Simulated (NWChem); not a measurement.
Molecule: RuO₄; SMILES [O]=[Ru](=[O])(=[O])=[O]

Computed with NWChem. Coordinates come from a PBE0/def2-SVP optimisation. def2 effective core potentials on Ru; no spin-orbit coupling.

For level HCTH/407/def2-SVP:

```
Property                     Result
---------------------------  ------
highest occupied level (eV)   -9.03
```

Estimate the same quantities for level PBE/def2-SVP.

The highest occupied level (eV) is -8.81.
